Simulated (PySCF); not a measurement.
## Dipole response of Fe(3+) (iron, charge +3)

[Ar] 3d5, high-spin 6S determinant. All numbers are calculated (PySCF 2.14, the non-relativistic Hamiltonian (point nucleus), in def2-TZVPPD). Coupled (time-dependent) response in atomic units; α is the mean over directions.

| method | mean α (bohr³) | C₆ (like pair) | S(−4) |
| --- | --- | --- | --- |
| MN15 | 1.648 | 3.820 | 1.023 |

S(−4) is the Cauchy moment in α(ω) = α(0) + S(−4) ω² + …

α(iu) at MN15:

| u (hartree) | α(iu) (bohr³) |
| --- | --- |
| 0 | 1.648 |
| 0.0500 | 1.645 |
| 0.100 | 1.638 |
| 0.200 | 1.609 |
| 0.300 | 1.565 |
| 0.500 | 1.454 |
| 0.750 | 1.307 |
| 1.00 | 1.175 |
| 1.50 | 0.9577 |
| 2.00 | 0.7878 |
| 3.00 | 0.5434 |
| 5.00 | 0.2867 |

For an ion, C₆ is the dispersion term alone; charge-induced terms of lower order in 1/R come first.
